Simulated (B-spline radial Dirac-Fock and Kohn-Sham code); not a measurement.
# La: computed levels beside tabulated edges

Method: Dirac-Fock energy differences between relaxed states, corrected for Breit and QED terms. Computed with a radial atomic solver. The model has no electron correlation.

Input file task.json (cfg lists n, l and occupation; rrms is the nuclear radius in fm):

```json
{"items": [{
  "Z": 57,
  "q": 0,
  "cfg": [[1, 0, 2], [2, 0, 2], [2, 1, 6], [3, 0, 2], [3, 1, 6], [3, 2, 10], [4, 0, 2], [4, 1, 6], [4, 2, 10], [5, 0, 2], [5, 1, 6], [5, 2, 1], [6, 0, 2]],
  "A": 139,
  "rrms": 4.855,
  "do": ["binding"],
  "screen": [5, 2]
}]}
```

Run with: `python xray_run.py task.json out`

Two models are given for [Xe] 5d1 6s2. In the first the electron is removed to infinity. In the second it is placed in the 5d shell, so that the atom stays neutral; this mimics a hole screened by valence charge, or the onset of absorption below the ionisation limit. The tabulated edges (Elam, Ravel and Sieber, Radiat. Phys. Chem. 63, 121 (2002)) refer to the element in its standard state, with the Fermi level as zero for a metal.

```tsv
level	ionised (eV)	screened (eV)	tabulated (eV)	ionised − table	screened − table
1s	38936.2	38929.4	38925.0	+11.2	+4.4
2s	6285.1	6278.2	6266.0	+19.1	+12.2
2p1/2	5904.8	5897.9	5891.0	+13.8	+6.9
2p3/2	5496.8	5489.9	5483.0	+13.8	+6.9
3s	1381.7	1374.8	1362.0	+19.7	+12.8
3p1/2	1221.6	1214.8	1209.0	+12.6	+5.8
3p3/2	1140.5	1133.6	1128.0	+12.5	+5.6
3d3/2	863.1	856.3	853.0	+10.1	+3.3
3d5/2	846.3	839.5	836.0	+10.3	+3.5
4s	295.2	288.3	274.7	+20.5	+13.6
4p1/2	234.2	227.4	205.8	+28.4	+21.6
4p3/2	217.0	210.2	196.0	+21.0	+14.2
4d3/2	115.2	108.4	105.3	+9.9	+3.1
4d5/2	112.2	105.5	102.5	+9.7	+3.0
5s	47.29	40.73	34.30	+13.0	+6.4
5p1/2	28.47	22.26	19.30	+9.2	+3.0
5p3/2	25.90	19.76	16.80	+9.1	+3.0
```

The screened model lies closer: the mean absolute deviations are 14.4 eV (ionised) and 7.6 eV (screened). Screening lowers the levels by 6.8 eV on average.
